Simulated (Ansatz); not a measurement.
```xyz
13

N     1.119    0.849   -1.729
Sn    1.273   -0.771   -0.512
C    -0.274   -0.834    0.992
Si   -1.481    0.576    0.835
H     0.256    0.881   -2.257
H     1.211    1.733   -1.246
H     1.147   -2.132   -1.536
H     2.807   -0.647    0.228
H     0.206   -0.812    1.974
H    -0.796   -1.790    0.899
H    -2.132    0.557   -0.504
H    -2.554    0.508    1.867
H    -0.781    1.881    0.988
```

Charge 0, multiplicity 1. Sn: def2 effective core potential.

List the B3LYP/def2-TZVPP orbital energies in eV (the Gaussian-basis code of Ansatz). (Estimate.)

The calculation gave: Occupied: -1798.81, -388.86, -276.70, -143.35, -138.62, -98.67, -98.66, -98.65, -93.48, -93.47, -93.45, -27.89, -27.78, -27.76, -27.65, -27.65, -22.36, -18.98, -14.31, -13.66, -12.77, -11.66, -10.12, -9.74, -9.32, -9.08, -8.82, -8.14, -6.84. Lowest empty: -0.33, -0.08, 0.53, 1.03, 1.08, 1.51, 1.55, 1.63.

B3LYP here is the variant with VWN-RPA as its local correlation; programs differ in this.
